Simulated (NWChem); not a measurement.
The numbers come from NWChem runs, not from measurements. System: diantimony (Sb₂), charge 0, spin multiplicity 1, at a geometry optimised with B3LYP/def2-SVP with def2 effective core potentials on Sb. Level: RHF/def2-TZVP with def2 effective core potentials on Sb.

Job file:

```
start mol
memory heap 200 mb stack 900 mb global 1100 mb
geometry units angstroms nocenter noautoz
  Sb     0.000000     0.000000     1.251459
  Sb     0.000000     0.000000    -1.251459
  symmetry group D2h
end
basis spherical
  * library def2-tzvp
end
ecp
  Sb library def2-ecp
end
scf
  rhf
  nopen 0
  maxiter 100
  thresh 1e-7
  semidirect memsize 60000000 filesize 0
end
task scf energy
```

Part of the output:

```
             Northwest Computational Chemistry Package (NWChem) 7.3.0
             --------------------------------------------------------

                                NWChem Input Module
                                -------------------

 Scaling coordinates for geometry "geometry" by  1.889725989
 (inverse scale =  0.529177249)

 Turning off AUTOSYM since
 SYMMETRY directive was detected!

                             Geometry "geometry" -> ""
                             -------------------------

 Output coordinates in angstroms (scale by  1.889725989 to convert to a.u.)

  No.       Tag          Charge          X              Y              Z
 ---- ---------------- ---------- -------------- -------------- --------------
    1 Sb                  51.0000     0.00000000     0.00000000     1.25145900
    2 Sb                  51.0000     0.00000000     0.00000000    -1.25145900

 Effective nuclear repulsion energy (a.u.)     549.9141500633

            Nuclear Dipole moment (a.u.)
            ----------------------------
        X                 Y               Z
 ---------------- ---------------- ----------------
     0.0000000000     0.0000000000     0.0000000000

      Symmetry information
      --------------------

 Group name             D2h
 Group number             26
 Group order               8
 No. of unique centers     1

      Symmetry unique atoms

     1


 Summary of "ao basis" -> "" (spherical)
 ------------------------------------------------------------------------------
       Tag                 Description            Shells   Functions and Types
 ---------------- ------------------------------  ------  ---------------------
 *                         def2-tzvp                  on all atoms

 Summary of "ao basis" -> "ao basis" (spherical)
 ------------------------------------------------------------------------------
       Tag                 Description            Shells   Functions and Types
 ---------------- ------------------------------  ------  ---------------------
 Sb                        def2-tzvp                16       50   6s5p3d2f
[...]
   Bfn.  Coefficient  Atom+Function         Bfn.  Coefficient  Atom+Function
  ----- ------------  ---------------      ----- ------------  ---------------
    16      0.333007  1 Sb px                66      0.333007  2 Sb px
    10     -0.255529  1 Sb px                60     -0.255529  2 Sb px
    13      0.212388  1 Sb px                63      0.212388  2 Sb px
    19      0.171812  1 Sb px                69      0.171812  2 Sb px

 Vector   24  Occ=0.000000D+00  E=-1.427127D-02  Symmetry=b2g
              MO Center= -2.3D-17,  4.9D-32,  7.3D-17, r^2= 6.0D+00
   Bfn.  Coefficient  Atom+Function         Bfn.  Coefficient  Atom+Function
  ----- ------------  ---------------      ----- ------------  ---------------
    19      0.504258  1 Sb px                69     -0.504258  2 Sb px
    16      0.283934  1 Sb px                66     -0.283934  2 Sb px
    10     -0.251336  1 Sb px                60      0.251336  2 Sb px
    13      0.227128  1 Sb px                63     -0.227128  2 Sb px

 Vector   25  Occ=0.000000D+00  E=-1.427127D-02  Symmetry=b3g
              MO Center=  1.9D-30, -4.8D-15, -1.6D-16, r^2= 6.0D+00
   Bfn.  Coefficient  Atom+Function         Bfn.  Coefficient  Atom+Function
  ----- ------------  ---------------      ----- ------------  ---------------
    20      0.504258  1 Sb py                70     -0.504258  2 Sb py
    17      0.283934  1 Sb py                67     -0.283934  2 Sb py
    11     -0.251336  1 Sb py                61      0.251336  2 Sb py
    14      0.227128  1 Sb py                64     -0.227128  2 Sb py

 Vector   26  Occ=0.000000D+00  E= 8.819531D-02  Symmetry=b1u
              MO Center=  4.2D-18,  3.8D-16, -1.1D-15, r^2= 1.2D+01
   Bfn.  Coefficient  Atom+Function         Bfn.  Coefficient  Atom+Function
  ----- ------------  ---------------      ----- ------------  ---------------
     6      1.539467  1 Sb s                 56     -1.539467  2 Sb s
    21     -1.298108  1 Sb pz                71     -1.298108  2 Sb pz
    18     -0.292026  1 Sb pz                68     -0.292026  2 Sb pz
     3     -0.177395  1 Sb s                 53      0.177395  2 Sb s
     2      0.150132  1 Sb s                 52     -0.150132  2 Sb s

 center of mass
 --------------
 x =   0.00000000 y =   0.00000000 z =   0.00000000

 moments of inertia (a.u.)
 ------------------
        1352.386634387201           0.000000000000           0.000000000000
           0.000000000000        1352.386634387201           0.000000000000
           0.000000000000           0.000000000000           0.000000000000

  Mulliken analysis of the total density
  --------------------------------------

    Atom       Charge   Shell Charges
 -----------   ------   -------------------------------------------------------
    1 Sb  23    23.00   0.16 -0.66  1.57  0.93  1.06  0.82 -0.46  6.43  0.81  1.59  0.65  9.04  0.95  0.10  0.01  0.00
    2 Sb  23    23.00   0.16 -0.66  1.57  0.93  1.06  0.82 -0.46  6.43  0.81  1.59  0.65  9.04  0.95  0.10  0.01  0.00

       Multipole analysis of the density wrt the origin
       ------------------------------------------------

     L   x y z        total         open         nuclear
     -   - - -        -----         ----         -------
     0   0 0 0      0.000000      0.000000     46.000000

     1   1 0 0      0.000000      0.000000      0.000000
     1   0 1 0     -0.000000      0.000000      0.000000
     1   0 0 1      0.000000      0.000000      0.000000

     2   2 0 0    -39.653015      0.000000      0.000000
     2   1 1 0     -0.000000      0.000000      0.000000
     2   1 0 1      0.000000      0.000000      0.000000
     2   0 2 0    -39.653015      0.000000      0.000000
     2   0 1 1      0.000000      0.000000      0.000000
     2   0 0 2    -37.046488      0.000000    257.269768

 Task  times  cpu:        2.1s     wall:        2.1s

 Total times  cpu:        2.1s     wall:        2.1s
```
